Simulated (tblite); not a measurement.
Isomers of C6H8ClF. All values are computed: GFN2-xTB (tblite) harmonic vibrations without scaling, gas phase. Errors from tens to a few hundred cm⁻¹ against measured bands are possible. One conformer each.

Electronic energies: GFN2-xTB at the same geometries; isomer energies are rough at this level and their order can be wrong.

```
                   SMILES  electronic energy, lowest = 0 (kcal/mol)
        C=C(F)/C(=C\Cl)CC                                       9.6
C[C@@H]1C[C@H](Cl)/C1=C/F                                       0.0
      C=C[C@H](CF)C(=C)Cl                                      15.5
```

Problem. How do GFN2-xTB zero-point energies change the relative energies?

Solution. 
```csv
SMILES,ZPE (kcal/mol),of it from modes above 1550 cm⁻¹,electronic (kcal/mol),"with ZPE, lowest = 0 (kcal/mol)",lowest mode (cm⁻¹),rings
C[C@@H]1C[C@H](Cl)/C1=C/F,77.9,37.1,0.0,0.0,40,1
C=C(F)/C(=C\Cl)CC,76.8,39.8,9.6,8.5,16,0
C=C[C@H](CF)C(=C)Cl,76.3,39.8,15.5,14.0,43,0
```

The zero-point energies span 1.6 kcal/mol, from `C=C[C@H](CF)C(=C)Cl` to `C[C@@H]1C[C@H](Cl)/C1=C/F`. The order is unchanged.
